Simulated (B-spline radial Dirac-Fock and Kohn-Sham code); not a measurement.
Elastic scattering of 85.6 eV electrons by the free hydrogen atom

Method: relativistic (Dirac) partial waves in the static field of the Dirac-Fock atom with Furness-McCarthy exchange, without polarisation or absorption potentials. Computed with a B-spline atomic structure program. Below a few hundred eV the neglected polarisation potential matters, most of all at small angles.

```
θ (°)  dσ/dΩ (a₀²/sr)
    0            1.34
  0.5            1.34
    1            1.33
    2            1.33
    4            1.30
    8            1.22
   12            1.09
   16           0.936
   24           0.640
   32           0.411
   45           0.197
   60          0.0912
   75          0.0481
   90          0.0288
  105          0.0192
  120          0.0140
  135          0.0111
  150         0.00939
  165         0.00852
  180         0.00826
```

The total elastic cross section is 1.40 a₀², the first transport cross section 0.413 a₀² and the second, weighted with (3/2) sin²θ, 0.757 a₀². The mean deflection is ⟨1 − cos θ⟩ = 0.295, and 6.9 % of the collisions scatter beyond 90°.

Phase shifts modulo π (rad) for κ = −1 to −5: 0.662, 0.273, 0.123, 0.057, 0.027.
